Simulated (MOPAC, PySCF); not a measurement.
HF$_{2}$In, SMILES `[F][InH][F]`, neutral singlet in the gas phase. 

Z-matrix (Å, degrees):
```
In
F 1 1.9484
F 1 1.9484 2 106.84
H 1 1.6859 2 126.58 3 -180.00
```
Charge 0, multiplicity 1.

All levels are single points at this geometry (B3LYP-D3(BJ)/def2-TZVP); Pople sets use spherical d functions. Orbital energies aren't observables, and empty levels follow the basis.

```json
[
 {"level": "B3LYP-D3(BJ)/def2-TZVP in PySCF", "HOMO (eV)": "-9.73", "LUMO (eV)": "-2.34", "gap (eV)": "7.40", "dipole (D)": "3.60", "vertical IE, Delta-SCF (eV)": "–"},
 {"level": "PBE-D3(BJ)/def2-TZVP in PySCF", "HOMO (eV)": "-8.23", "LUMO (eV)": "-2.87", "gap (eV)": "5.36", "dipole (D)": "3.38", "vertical IE, Delta-SCF (eV)": "–"},
 {"level": "B3LYP/6-311+G** (LANL2DZ on In) in PySCF", "HOMO (eV)": "-10.00", "LUMO (eV)": "-2.18", "gap (eV)": "7.82", "dipole (D)": "4.17", "vertical IE, Delta-SCF (eV)": "–"},
 {"level": "B3LYP/6-31G* (LANL2DZ on In) in PySCF", "HOMO (eV)": "-9.16", "LUMO (eV)": "-1.65", "gap (eV)": "7.50", "dipole (D)": "3.19", "vertical IE, Delta-SCF (eV)": "11.99"},
 {"level": "BP86/6-31G* (LANL2DZ on In) in PySCF", "HOMO (eV)": "-7.68", "LUMO (eV)": "-2.28", "gap (eV)": "5.40", "dipole (D)": "2.93", "vertical IE, Delta-SCF (eV)": "–"},
 {"level": "M06-2X/6-31G* (LANL2DZ on In) in PySCF", "HOMO (eV)": "-11.18", "LUMO (eV)": "-0.99", "gap (eV)": "10.19", "dipole (D)": "3.43", "vertical IE, Delta-SCF (eV)": "–"},
 {"level": "PBE/6-31G* (LANL2DZ on In) in PySCF", "HOMO (eV)": "-7.55", "LUMO (eV)": "-2.22", "gap (eV)": "5.34", "dipole (D)": "2.93", "vertical IE, Delta-SCF (eV)": "–"},
 {"level": "SVWN5/6-31G* (LANL2DZ on In) in PySCF", "HOMO (eV)": "-7.70", "LUMO (eV)": "-2.31", "gap (eV)": "5.40", "dipole (D)": "3.02", "vertical IE, Delta-SCF (eV)": "11.60"},
 {"level": "HF/6-31G* (LANL2DZ on In) in PySCF", "HOMO (eV)": "-13.72", "LUMO (eV)": "0.76", "gap (eV)": "14.48", "dipole (D)": "3.87", "vertical IE, Delta-SCF (eV)": "–"},
 {"level": "AM1 in MOPAC", "HOMO (eV)": "-11.87", "LUMO (eV)": "-1.35", "gap (eV)": "10.52", "dipole (D)": "3.82", "vertical IE, Delta-SCF (eV)": "–"},
 {"level": "PM3 in MOPAC", "HOMO (eV)": "-13.54", "LUMO (eV)": "-3.19", "gap (eV)": "10.35", "dipole (D)": "2.75", "vertical IE, Delta-SCF (eV)": "–"},
 {"level": "PM6 in MOPAC", "HOMO (eV)": "-13.65", "LUMO (eV)": "-0.14", "gap (eV)": "13.52", "dipole (D)": "3.97", "vertical IE, Delta-SCF (eV)": "–"},
 {"level": "PM7 in MOPAC", "HOMO (eV)": "-13.20", "LUMO (eV)": "-0.61", "gap (eV)": "12.59", "dipole (D)": "4.77", "vertical IE, Delta-SCF (eV)": "–"}
]
```
